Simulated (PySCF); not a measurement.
[Rh(H2O)6]3+ (charge +3 and singlet state).
Structure used (PBE0-D3(BJ)/def2-SVP), in Å, numbered top down from 1:
```xyz
19
H12O6Rh angstrom
Rh    -0.0053    0.0009    0.0053
O     -0.1105    0.3222    2.0090
H     -0.0948    1.2209    2.3929
H      0.0999   -0.3301    2.7044
O     -0.0115   -0.3355   -1.9974
H      0.1243   -1.2234   -2.3817
H      0.0074    0.3364   -2.7053
O      2.0324    0.0280    0.0354
H      2.5636    0.3838    0.7739
H      2.5800    0.0371   -0.7736
O     -2.0349   -0.0159   -0.0263
H     -2.5711   -0.0606    0.7899
H     -2.5592   -0.3626   -0.7749
O     -0.1616    2.0187   -0.1925
H     -1.0233    2.4352   -0.3935
H      0.5542    2.6192   -0.4773
O      0.1442   -2.0191    0.2048
H     -0.5888   -2.6106    0.4639
H      0.9922   -2.4514    0.4274
```

Level of theory: PBE0-D3(BJ)/def2-SVP geometry optimisation, gas phase, def2 core potentials past Kr in PySCF 2.14.0.

Masses are those of the commonest isotopes; rigid-rotor values at the optimised geometry. 

(1) Give the principal moments of inertia and the rotational constants in MHz.

(2) Classify the top.

(3) Is it planar, by Δ = Ic − Ia − Ib?

(4) Give the other two planar moments, Paa and Pbb, and the rms extents of the mass along the axes.

(5) Which lines would a microwave search look for?

## Answers

(1) Ia = 310.25, Ib = 324.36, Ic = 335.14 u·Å²; 505379 MHz·u·Å²/I gives A = 1629, B = 1558, C = 1508 MHz.

(2) An asymmetric top: κ = (2 × 1558 − 1629 − 1508)/(1629 − 1508) = -0.17.

(3) Not planar: Δ = Ic − Ia − Ib = -299.47 u·Å². For a rigid frame Δ = −2 Σ m c², so Σ m c² = 149.74 u·Å² lies off the ab plane: 29.31 from hydrogen and 120.43 from heavier atoms. The atom farthest from that plane is 2.30 Å away.

(4) Paa = Σ m a² = (Ib + Ic − Ia)/2 = 174.63 and Pbb = Σ m b² = (Ia + Ic − Ib)/2 = 160.51 u·Å². With the mass M = 210.97 u, the rms extents √(P/M) along a, b and c are 0.91, 0.87, 0.84 Å.

(5) The dipole components (about the centre of mass, as the species is charged) are |μa| = 0.36 D, |μb| = 0.41 D, |μc| = 0.31 D. Intensities carry the squares of the components, which stand as 0.75 : 1.00 : 0.56 (a : b : c). Some lines, for components of 0.1 D or more:

```csv
type,branch,"J(Ka,Kc)",MHz,lower level (cm⁻¹)
b,Q,"3(1,2) ← 3(0,3)",312,0.611
c,Q,"3(3,1) ← 3(2,1)",409,0.629
b,Q,"3(3,0) ← 3(2,1)",413,0.629
b,R,"1(1,1) ← 0(0,0)",3137,0.000
c,R,"1(1,0) ← 0(0,0)",3187,0.000
a,R,"2(1,2) ← 1(1,1)",6082,0.105
a,R,"2(0,2) ← 1(0,1)",6113,0.102
a,R,"2(1,1) ← 1(1,0)",6182,0.106
c,R,"2(1,1) ← 1(0,1)",6303,0.102
c,R,"2(2,1) ← 1(1,1)",6445,0.105
b,R,"2(2,0) ← 1(1,1)",6464,0.105
b,R,"3(1,2) ← 2(2,1)",9046,0.320
b,R,"3(1,3) ← 2(0,2)",9152,0.306
c,R,"3(1,2) ← 2(0,2)",9448,0.306
b,R,"3(3,1) ← 2(2,0)",9669,0.320
```

No PBE0-D3(BJ)/def2-SVP frequencies stand behind this structure, so it isn't proved a minimum. The ion is multiply charged and computed without counter-ions or solvent. Zero-point vibration and centrifugal distortion are left out.

The run took 4.8 min on one thread, Intel Xeon 6975P-C (x86_64) (shared host), and the process peaked at 0.76 GiB of memory. This is the geometry optimisation.
